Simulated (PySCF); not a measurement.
## CeH₅⁻, singlet: data card

These are results of PySCF, PBE0, basis Ce def2-TZVP with ECP28, H def2-TZVP (scalar-relativistic core potentials, no spin–orbit coupling, density fitting), not measurements.

The structure is a higher-order saddle point with 3 imaginary modes.

```xyz
6
charge -1 multiplicity 1, angstrom
Ce    0.0000    0.0000    0.0067
H     0.0000    0.0000    2.0952
H     1.9190    0.0000   -0.7522
H     0.0000    1.9190   -0.7522
H    -1.9190    0.0000   -0.7522
H     0.0000   -1.9190   -0.7522
```

```
Point group                                                                   : C4v
Bond lengths                                                                  : Ce–H 2.064 Å (×4), Ce–H 2.089 Å
Bond angles                                                                   : H–Ce–H 82.2° (×4), H–Ce–H 111.6° (×4), H–Ce–H 136.8° (×2)
Lowest empty level                                                            : 1.54 eV
Principal polarisabilities                                                    : 79.8, 85.3, 85.3 bohr³
Dipole moment about the centre of mass                                        : 1.79 D
Zero-point energy (real modes)                                                : 46.9 kJ/mol
Highest occupied level                                                        : -2.09 eV
Rotational constants                                                          : 1.193, 1.193, 1.136 cm⁻¹
Principal quadrupole moments (Buckingham, traceless) about the centre of mass : -0.42, -0.42, 0.84 D Å
```

Harmonic modes (masses in u: Ce 139.905, H 1.008):
| symmetry | ω (cm⁻¹) | IR (km/mol, summed over degenerate members) | μ (u) | type |
| --- | --- | --- | --- | --- |
| b1 | 172i | – | 1.01 | bend |
| e | 121i | – | 1.02 | bend |
| b2 | 177 | 0.0 | 1.01 | bend |
| a1 | 407 | 361 | 1.03 | bend |
| e | 514 | 402 | 1.02 | bend |
| b1 | 1154 | 0.0 | 1.01 | stretch |
| a1 | 1221 | 1624 | 1.02 | stretch |
| e | 1238 | 3553 | 1.02 | stretch |
| a1 | 1385 | 79.3 | 1.01 | stretch |

In C4v the vibrations span 2b1 + 3e + b2 + 3a1. The b1, b2 modes carry no infrared intensity, as symmetry demands.

Charges (e):
```tsv
atom	Mulliken	Löwdin	polar tensor	Mayer order to Ce1
Ce1	0.57	0.04	1.93	–
H2	-0.36	-0.24	-0.66	0.86
H3,4,5,6	-0.30	-0.20	-0.57	0.89
```

Mulliken populations on Ce1 (electrons outside its core potential): s 4.52, p 12.37, d 11.82, f 0.71.

Outer orbital energies (eV). occupied: -19.72, -19.62, -19.62, -3.41, -3.10, -2.64, -2.09, -2.09; empty: 1.54, 1.65, 1.65, 1.70.

Stability towards spin polarisation was not tested. Only a few start shapes were tried, so a lower isomer may exist. The lowest empty level of this anion is unbound, so it and the gap depend on the basis. At this level a singlet minimum of D3h symmetry lies 2 kJ/mol below this structure. The basis has no diffuse functions, which an anion would want.

The final relaxation and frequency run took about 9 core-minutes on a shared host.
